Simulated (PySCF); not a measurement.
**From a computed spectrum to the compound**

A species of 7 atoms with charge 0 has these harmonic modes (PBE0, small Gaussian bases with core potentials, PySCF 2.14.0):

| cm⁻¹ | km/mol | symmetry |
| --- | --- | --- |
| 186 | 213.8 |  |
| 205 | 140.7 |  |
| 282 | 184.3 |  |
| 292 | 65.6 |  |
| 433 | 69.1 |  |
| 542 | 308.4 |  |
| 554 | 614.5 |  |
| 702 | 305.0 |  |
| 956 | 86.8 |  |
| 1246 | 727.9 |  |
| 1342 | 1187.0 |  |
| 1383 | 334.4 |  |
| 1602 | 113.2 |  |
| 2862 | 643.1 |  |
| 3913 | 168.3 |  |

**Question.** Which species is it, and in which structure?

**Answer.** LaH3(H2O) (singlet):
```xyz
7

La    0.1483   -0.1908    0.1386
H     0.4687    1.9761    0.4548
H    -0.8183   -1.2712    1.6950
H     1.6311   -1.2519   -0.9661
O    -1.2446    1.4455   -1.1189
H    -0.6390    2.0418   -0.5510
H    -1.3295    1.8620   -1.9839
```
Ideal gas at 298.15 K and 1 bar: S = 311.2 J/(mol K), Cp = 85.6 J/(mol K), H − H(0 K) = 17.4 kJ/mol (rigid rotor, harmonic modes, spin degeneracy alone). 
 The answer isn't unique; the calculation gave this one.
